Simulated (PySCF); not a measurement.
Computed vibrations of Tl2F2

Tl2F2 (singlet). PySCF 2.14.0, RKS B3LYP, Tl def2-SVP with ECP60, F def2-SVP; non-relativistic Hamiltonian with scalar-relativistic core potentials where named; density fitting; no spin-orbit coupling. Central differences of gradients.

```xyz
4

Tl    0.0000    0.0000    1.8475
Tl    0.0000    0.0000   -1.8475
F     1.3933    0.0000    0.0000
F    -1.3933    0.0000    0.0000
```

Run from Python with OMP_NUM_THREADS=2. Where DIIS fails, smearing, a level shift and second-order steps follow.
It took 18 s on 2 threads of Arm Neoverse V2, on a shared host.

What are the harmonic wavenumbers and infrared intensities?

Modes are labelled in D2h; negative numbers are unstable modes, those under 60 cm⁻¹ near the noise; a finer grid moves soft modes by up to 10 cm⁻¹.
| cm⁻¹ | km/mol | symmetry |
| --- | --- | --- |
| -5 | – | b3u |
| 96 | 0.0 | ag |
| 253 | 0.0 | b3g |
| 292 | 55.2 | b1u |
| 332 | 0.0 | ag |
| 347 | 302.2 | b2u |

Is this a minimum?

Yes, within the noise of the softest modes.
